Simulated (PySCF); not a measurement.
C3H5ClOSi, SMILES [Si@@H](CC#C)(Cl)O.

Geometry optimised at PBE0-D3(BJ)/def2-SVP. The structure was generated by enumeration; whether it is a known compound was not checked. Other conformers were not sampled.

All values below come from TDA-ωB97X/def2-SVPD (PySCF).

Vertical excitations. The molecule is in vacuum.

```csv
state,energy (eV),λ (nm),f,main pairs
S1,6.50,191,0.000,"HOMO→LUMO+3 47 %, HOMO→LUMO+5 11 %, HOMO→LUMO+4 10 %, HOMO−1→LUMO+4 9 %"
S2,6.77,183,0.011,"HOMO→LUMO+4 30 %, HOMO−1→LUMO+3 27 %, HOMO→LUMO+1 9 %, HOMO−1→LUMO+5 6 %"
S3,6.83,182,0.001,"HOMO−1→LUMO+4 48 %, HOMO−1→LUMO+1 11 %, HOMO→LUMO+3 9 %"
S4,7.73,160,0.016,HOMO→LUMO+1 70 %
S5,7.88,157,0.015,"HOMO→LUMO 52 %, HOMO→LUMO+2 13 %, HOMO−4→LUMO 9 %"
S6,8.03,154,0.037,HOMO−1→LUMO+1 66 %
S7,8.15,152,0.019,"HOMO→LUMO+2 53 %, HOMO−2→LUMO+2 12 %, HOMO→LUMO 8 %"
S8,8.71,142,0.023,"HOMO−3→LUMO 32 %, HOMO−4→LUMO 20 %, HOMO−2→LUMO 17 %"
S9,8.80,141,0.002,"HOMO−1→LUMO 43 %, HOMO−1→LUMO+2 28 %, HOMO−1→LUMO+8 9 %, HOMO−1→LUMO+1 8 %"
S10,8.90,139,0.099,"HOMO→LUMO+6 27 %, HOMO→LUMO+5 25 %, HOMO→LUMO+4 12 %, HOMO→LUMO+3 11 %"
T1,5.41,229,0,"HOMO→LUMO+4 28 %, HOMO−1→LUMO+3 23 %, HOMO→LUMO+1 6 %, HOMO−1→LUMO+5 6 %"
T2,5.97,208,0,"HOMO→LUMO+3 37 %, HOMO−1→LUMO+4 21 %, HOMO→LUMO+5 10 %"
T3,5.98,207,0,"HOMO−1→LUMO+3 33 %, HOMO→LUMO+4 25 %, HOMO−1→LUMO+5 9 %"
T4,6.56,189,0,"HOMO−1→LUMO+4 38 %, HOMO→LUMO+3 19 %, HOMO−1→LUMO+1 8 %"
```
Triplets are in the Tamm–Dancoff approximation.
